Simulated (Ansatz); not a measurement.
```yaml
crystal:
  periodic: [false, false, false]
  atoms:
    - {symbol: Al, position_ang: [-0.552428, 1.725319, -0.384867]}
    - {symbol: B, position_ang: [-0.292507, -0.165617, 0.511914]}
    - {symbol: C, position_ang: [0.916590, -1.165468, 0.220728]}
    - {symbol: Cl, position_ang: [-0.320159, -1.760630, -0.995652]}
    - {symbol: H, position_ang: [-1.154982, 1.938122, -1.885550]}
    - {symbol: H, position_ang: [-0.174889, 3.021504, 0.499726]}
    - {symbol: H, position_ang: [-1.064184, -0.651009, 1.331795]}
    - {symbol: H, position_ang: [1.031734, -1.983344, 0.887971]}
    - {symbol: H, position_ang: [1.786162, -0.932621, -0.289140]}
basis:
  gaussian: {orbitals: "6-31++G**"}
magnetization: {spin_polarized: true, initial_magnetization: 2}
hamiltonian: {xc: {name: B2PLYP}}
multiplicity: 3
output: {forces: true}
```

```sh
$ ansatz run in.yaml --threads 2 --pin off --events-out ev --progress --plain --max-ram 4352MiB
```

(1) How does Ansatz answer? (Best estimate.)

Results:

(1) The calculation gave: The input was rejected before any iteration.
```
Error: YAML parse error: error: line 17 column 1: unknown field `multiplicity`, expected one of crystal, accuracy, basis, kpoints, hamiltonian, magnetization, projection, total_charge, correlation, batch, efield, external_charges, scf, relax, neb, saddle, md, ramp, phonons, dielectric, real_time, elastic, magnetic_configurations, gw, evaluate, workflow, output, checkpoint, execution
15 | magnetization: {spin_polarized: true, initial_magnetization: 2}
16 | hamiltonian: {xc: {name: B2PLYP}}
17 | multiplicity: 3
18 | output: {forces: true}
```
